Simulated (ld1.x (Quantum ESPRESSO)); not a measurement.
samarium, TM semilocal: configuration errors across variants

```
Element                 : Sm (Z = 62)
Generator               : ld1.x (Quantum ESPRESSO) 7.5
Type                    : norm-conserving Troullier–Martins (semilocal form)
Functional              : PBE
Relativity              : scalar-relativistic
Frozen core             : [Xe]
Valence charge          : 8
Reference configuration : 4f6 5d0 6s2 6p0
Partial waves           : 6s (bound): rc 3.55 bohr; 5d (bound, empty): rc 2.85 bohr; 4f (bound): rc 0.90 bohr; 6p (bound, empty): rc 4.05 bohr
Local potential         : the p channel
Core correction         : a·sin(br)/r model core inside 0.75 bohr
```

All-electron excitation energies from the reference (eV): (1) 4f6 5d0 6s1 6p0 5.946; (2) 4f6 5d0 6s0 6p0 17.036; (3) 4f5 5d0 6s0 6p0 40.878; (4) 4f5 5d1 6s2 6p0 2.951; (5) 4f6 5d0 6s1 6p1 2.441; (6) 4f6 5d0 6s0 6p1 9.077.

A semilocal file is local in each channel, so a ghost entry of none says nothing of the separable form that plane-wave codes build from it.

Tests that are not counted but printed errors over 1 eV. “base”: 4f7 5d0 6s0 6p0 (pseudo-atom not self-consistent, printed error -557 eV). “wave 6s (bound): rc 3.55 bohr becomes 6s (bound): rc 2.44 bohr”: 4f7 5d0 6s0 6p0 (solver errors, printed error -367 eV); 4f5 5d1 6s2 6p0 (solver errors, printed error -25.8 eV). “wave 6s (bound): rc 3.55 bohr becomes 6s (bound): rc 2.92 bohr”: 4f7 5d0 6s0 6p0 (solver errors, printed error -543 eV). “wave 6s (bound): rc 3.55 bohr becomes 6s (bound): rc 3.20 bohr”: 4f7 5d0 6s0 6p0 (solver errors, printed error -543 eV). “wave 6s (bound): rc 3.55 bohr becomes 6s (bound): rc 4.24 bohr”: 4f7 5d0 6s0 6p0 (pseudo-atom not self-consistent, printed error -364 eV).

Errors AE − PS in meV (a dash: test not solved or not reliable):

```tsv
change	(1)	(2)	(3)	(4)	(5)	(6)	bound ghosts
base	-7.1	-60	-1398	-683	-7.2	-26	none
wave 6s (bound): rc 3.55 bohr becomes 6s (bound): rc 2.44 bohr	+6.1	-53	-1808	–	-4.0	-24	none
wave 6s (bound): rc 3.55 bohr becomes 6s (bound): rc 2.92 bohr	-5.8	-61	-1477	-640	-7.1	-27	none
wave 6s (bound): rc 3.55 bohr becomes 6s (bound): rc 3.20 bohr	-6.9	-60	-1407	-680	-7.2	-26	none
wave 6s (bound): rc 3.55 bohr becomes 6s (bound): rc 4.24 bohr	-6.3	-78	-1535	-649	-9.8	-41	none
wave 6s (bound): rc 3.55 bohr becomes 6s (bound): rc 4.66 bohr	-6.6	-115	-1715	-609	-15	-68	none
wave 6s (bound): rc 3.55 bohr becomes 6s (bound): rc 5.38 bohr	-9.1	-203	-2057	-543	-25	-130	none
```

Give the same row for: wave 6s (bound): rc 3.55 bohr becomes 6s (bound): rc 3.70 bohr.

-7.0, -60, -1406, -681, -7.3, -26; bound ghosts: none. Not counted: 4f7 5d0 6s0 6p0 (solver errors, printed error -542 eV).
